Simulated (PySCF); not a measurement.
SCF from a fresh guess for singlet PbI₄, at the PBE0 minimum. PySCF input:

```python
from pyscf import gto, scf, dft
mol = gto.M(atom='''
Pb    -0.000000     0.000000     0.000000
I      1.600950     1.600950    -1.600950
I      1.600950    -1.600950     1.600950
I     -1.600950     1.600950     1.600950
I     -1.600950    -1.600950    -1.600950''',
    basis={'Pb': 'def2-SVP', 'I': 'def2-SVP'},
    ecp={'Pb': 'def2-SVP', 'I': 'def2-SVP'},
    charge=0, spin=0)
mf = dft.RKS(mol, xc='PBE0')
mf.grids.atom_grid = (50, 194)
aux = {'Pb': 'def2-universal-JKFIT', 'I': 'def2-universal-JKFIT'}
mf = mf.density_fit(auxbasis=aux)
mf.conv_tol = 1e-08
mf.diis_space = 10
mf.max_cycle = 60
mf.init_guess = 'huckel'
mf.verbose = 4
mf.kernel()
```

Excerpt of the output (cycles and frontier levels):

```
init E= -1383.36063477343
  HOMO = -0.333514299423705  LUMO = -0.27406825119844  gap/eV = 1.61761
cycle= 1 E= -1382.51126483282  delta_E= 0.849  |g|= 1.97  |ddm|=  4.7
  HOMO = -0.113189880456229  LUMO = 0.0766854681233387  gap/eV = 5.16677
cycle= 2 E= -1380.73038519404  delta_E= 1.78  |g|= 2.95  |ddm|= 6.32
  HOMO = -0.2883564204352  LUMO = -0.174488623062772  gap/eV = 3.09850
cycle= 3 E= -1383.86253877119  delta_E= -3.13  |g|= 0.19  |ddm|= 3.82
  HOMO = -0.289379469794918  LUMO = -0.178769919571159  gap/eV = 3.00984
cycle= 4 E= -1383.87684119955  delta_E= -0.0143  |g|= 0.0362  |ddm|= 0.359
  HOMO = -0.292207540316192  LUMO = -0.180595016397409  gap/eV = 3.03713
cycle= 5 E= -1383.87715885708  delta_E= -0.000318  |g|= 0.00691  |ddm|= 0.0708
  HOMO = -0.291486924519793  LUMO = -0.179559028445274  gap/eV = 3.04571
cycle= 6 E= -1383.87716588913  delta_E= -7.03e-06  |g|= 0.00175  |ddm|= 0.0119
  HOMO = -0.291547755715576  LUMO = -0.179636893453505  gap/eV = 3.04525
cycle= 7 E= -1383.87716698475  delta_E= -1.1e-06  |g|= 0.000325  |ddm|= 0.00223
  HOMO = -0.291529754052732  LUMO = -0.179638602092743  gap/eV = 3.04471
cycle= 8 E= -1383.87716701685  delta_E= -3.21e-08  |g|= 4.35e-05  |ddm|= 0.000601
  HOMO = -0.291534266803932  LUMO = -0.179644810399192  gap/eV = 3.04467
cycle= 9 E= -1383.8771670176  delta_E= -7.49e-10  |g|= 4.55e-06  |ddm|= 8.22e-05
  HOMO = -0.291533492465485  LUMO = -0.179643462412661  gap/eV = 3.04468
Extra cycle  E= -1383.8771670176  delta_E=    0  |g|= 6.84e-06  |ddm|= 1.85e-05
converged SCF energy = -1383.8771670176
```

No lower solution of this spin was found by a stability analysis within the restricted form, which does not test spin polarisation.

With an element this heavy the missing spin–orbit coupling can shift these numbers.

The search for the lowest solution, with the stability check, took 20 s on 4 threads of a shared Arm Neoverse N1 host, with 130 basis functions; the process peaked at 0.52 GiB. Launch command: `OMP_NUM_THREADS=4 python axn.py task.json out`.
